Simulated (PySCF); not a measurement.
Isomers of C8H14, from PBE0-D3(BJ)/def2-SVP geometry optimisation, gas phase (PySCF 2.14.0). One conformer each, no zero-point energy, no frequencies.

Problem. Which is lowest in electronic energy at this level?
A. `[CH3:1][C:2]1=[CH:3][CH2:4][CH2:5][CH2:6][CH2:7][CH2:8]1` with C2–C3–C4–C5 -60°, C3–C4–C5–C6 74°, C4–C5–C6–C7 -63°, C5–C6–C7–C8 63° (1-methylcycloheptene): A = 3096, B = 1732, C = 1234 MHz, dipole 0.33 D
B. `[CH:1]1=[CH:2]/[CH2:3][CH2:4][CH2:5][CH2:6][CH2:7][CH2:8]/1` with C1–C2–C3–C4 86°, C2–C3–C4–C5 -49°, C3–C4–C5–C6 80°, C4–C5–C6–C7 -112°: A = 2954, B = 1954, C = 1325 MHz, dipole 0.85 D
C. `[CH2:1]1[CH2:2][C@H:3]2[CH2:4][CH2:5][CH2:6][C@H:7]2[CH2:8]1` with C8–C1–C2–C3 -40°, C1–C2–C3–C4 -91°, C2–C3–C4–C5 140°, C3–C4–C5–C6 -40°: A = 3453, B = 1984, C = 1527 MHz, dipole 0.08 D
D. `[CH2:1]1[CH2:2][CH2:3][C:4]2([CH2:5][CH2:6]1)[CH2:7][CH2:8]2` with C6–C1–C2–C3 -55°, C1–C2–C3–C4 54°, C2–C3–C4–C5 -54°, C3–C4–C5–C6 54° (spiro(2.5)octane): A = 3524, B = 1756, C = 1422 MHz, dipole 0.19 D
E. `[CH2:1]=[CH:2][CH2:3][CH:4]1[CH2:5][CH2:6][CH2:7][CH2:8]1` with C1–C2–C3–C4 -119°, C2–C3–C4–C5 -178°, C3–C4–C5–C6 -166°, C4–C5–C6–C7 28°, C5–C6–C7–C8 -4°, C6–C7–C8–C4 -21°: A = 4761, B = 1112, C = 970.1 MHz, dipole 0.39 D

Solution. C. That is `C1C[C@H]2CCC[C@H]2C1`, 15.3 kcal/mol below the next.

| SMILES | mapped SMILES | E (Eh) | relative (kcal/mol) | relative (kJ/mol) | dipole (D) |
| --- | --- | --- | --- | --- | --- |
| C1C[C@H]2CCC[C@H]2C1 | [CH2:1]1[CH2:2][C@H:3]2[CH2:4][CH2:5][CH2:6][C@H:7]2[CH2:8]1 | -312.71226 | 0.0 | 0.0 | 0.08 |
| C1CCC2(CC1)CC2 | [CH2:1]1[CH2:2][CH2:3][C:4]2([CH2:5][CH2:6]1)[CH2:7][CH2:8]2 | -312.68791 | 15.3 | 63.9 | 0.19 |
| CC1=CCCCCC1 | [CH3:1][C:2]1=[CH:3][CH2:4][CH2:5][CH2:6][CH2:7][CH2:8]1 | -312.68677 | 16.0 | 66.9 | 0.33 |
| C=CCC1CCCC1 | [CH2:1]=[CH:2][CH2:3][CH:4]1[CH2:5][CH2:6][CH2:7][CH2:8]1 | -312.67386 | 24.1 | 100.8 | 0.39 |
| C1=C/CCCCCC/1 | [CH:1]1=[CH:2]/[CH2:3][CH2:4][CH2:5][CH2:6][CH2:7][CH2:8]/1 | -312.66028 | 32.6 | 136.5 | 0.85 |

As drawn, the highest has a C=C bond outside aromatic rings, which the lowest lacks.
